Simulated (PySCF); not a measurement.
An EPR job, as run on `[CH2+][C](CF)COC(C)=O` [radical].

Computed with UKS B3LYP, pcH-1 on C F H O, non-relativistic, mean-field spin-orbit, GIAO (PySCF 2.14.0).

Input of the driver that calls PySCF (job settings, then Cartesian coordinates in Å):

```
{"job": {"kind": "epr", "basis": "pcH-1"}, "charge": 1, "multiplicity": 2}
C     -2.5465    -1.0590    -1.2428
C     -1.5310    -0.3668    -0.6710
C     -1.7556     0.3865     0.5981
F     -0.7502     1.2550     0.8706
C     -0.1892    -0.3104    -1.2999
O      0.8498    -0.3532    -0.3240
C      1.8485     0.4859    -0.5386
C      2.9900     0.3258     0.4194
O      1.8322     1.3000    -1.4279
H     -2.4025    -1.6403    -2.1391
H     -3.5414    -1.0482    -0.8270
H     -2.6890     0.9686     0.5492
H     -1.8400    -0.2970     1.4597
H     -0.0545    -1.1223    -2.0245
H     -0.0341     0.6489    -1.8553
H      2.6072    -0.0294     1.3737
H      3.5138     1.2724     0.5270
H      3.6838    -0.4102     0.0113
```

The self-consistent field part of the output:

```
UKS, coarse grid
  cycle   1  E = -483.79680166  |g| = 7.61e-01
  cycle   2  E = -481.42663463  |g| = 2.03e+00
  cycle   3  E = -483.85312384  |g| = 5.86e-01
  cycle   4  E = -484.00019400  |g| = 1.58e-01
  cycle   5  E = -483.98969459  |g| = 2.46e-01
  cycle   6  E = -484.01786378  |g| = 9.95e-02
  cycle   7  E = -484.01981358  |g| = 7.43e-02
  cycle   8  E = -484.02254740  |g| = 2.38e-02
  cycle   9  E = -484.02280520  |g| = 5.33e-03
  cycle  10  E = -484.02281681  |g| = 1.60e-03
  cycle  11  E = -484.02281796  |g| = 7.10e-04
UKS, final grid
  cycle   1  E = -484.02282088  |g| = 2.35e-03
  cycle   2  E = -484.02276045  |g| = 1.12e-02
  cycle   3  E = -484.02282370  |g| = 4.75e-04
  cycle   4  E = -484.02282378  |g| = 1.01e-04
  cycle   5  E = -484.02282380  |g| = 6.62e-05
  cycle   6  E = -484.02282380  |g| = 1.74e-05
E = -484.02282380 Eh   <S^2> = 0.7597 (exact 0.7500)
```

Problem. What follows in the output?

Solution. 
```
g shifts (ppm)      1          2          3
  rmc          -219       -219       -219
  gc             21         39         23
  oz_so        1545       2210       4681
  total        1346       2030       4485
hyperfine (MHz)  atom isotope    a_iso     a_fc   dipolar eigenvalues
    0   13C      30.24      30.24    -36.63    -35.78     72.41
    1   13C      -7.21      -7.21    -11.57     -7.54     19.11
    2   13C      -7.53      -7.53     -3.71     -1.90      5.62
    3   19F      15.48      15.48    -44.03    -41.61     85.64
    4   13C       4.76       4.76     -7.35     -4.62     11.97
    5   17O       5.55       5.55    -18.31      8.66      9.65
    6   13C      -9.28      -9.28     -6.46     -0.57      7.03
    7   13C      13.89      13.89     -5.24     -4.88     10.12
    8   17O     -20.45     -20.45   -100.08     46.96     53.13
    9    1H     -28.92     -28.92    -16.41     -2.95     19.36
   10    1H     -28.92     -28.92    -16.76     -2.91     19.67
   11    1H      64.82      64.82     -3.84     -0.68      4.51
   12    1H      64.44      64.44     -3.89     -1.25      5.14
   13    1H      33.74      33.74     -4.20      0.69      3.51
   14    1H      95.40      95.40     -9.39     -2.60     11.98
   15    1H      14.81      14.81     -2.85      0.03      2.82
   16    1H      -5.30      -5.30     -3.40     -0.81      4.21
   17    1H      -3.76      -3.76     -2.53     -0.67      3.20
```

The program numbers atoms from 0. The g shifts stand along the tensor's principal axes 1 to 3: rmc is the relativistic mass correction, gc the gauge correction, oz_so the orbital-Zeeman/spin–orbit term. a_fc is the Fermi-contact part of a_iso, which also holds a spin–orbit part where one was computed. The run used 315 basis functions and 17 SCF iterations in all.

Time: 1.7 min of wall time (grids of density and orbitals included); peak memory 1.2 GiB. Hardware: one thread, Arm Neoverse V2 (aarch64) (shared host).

Problem. Where does the spin sit (Mulliken spin populations, atoms from 0)?

Solution. 0 C +0.45, 8 O +0.32, 1 C +0.09, 7 C +0.04, 5 O +0.04, 6 C -0.03, 12 H +0.02, 11 H +0.02. Over all atoms they add up to 1.

One conformer (not necessarily the lowest) at the GFN2-xTB geometry, without solvent, vibrations or thermal averaging. GFN2-xTB frequencies show an imaginary mode (35i cm⁻¹), so this geometry is no minimum at that level.
Labels such as C1 count atoms from 1, the log's own numbers from 0.
